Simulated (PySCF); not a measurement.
A structure optimised at B3LYP-D3(BJ)/def2-SVP, used in a PySCF frequency run:

```
Mo
O 1 1.8700
H 2 0.9694 1 122.51
S 1 2.1133 2 112.24 3 26.81
S 1 2.1174 2 109.34 3 150.77
S 1 2.3322 2 111.13 3 -88.60
H 6 1.3573 1 95.48 2 -77.35
```
Charge 0, spin multiplicity 1.

Question: Write its SMILES and formula.

Answer: [OH][Mo](=[S])(=[S])[SH], H2MoOS3

Question: What are its rotational constants (standard atomic weights)?

Answer: 1.6522, 1.5488, 1.2278 GHz
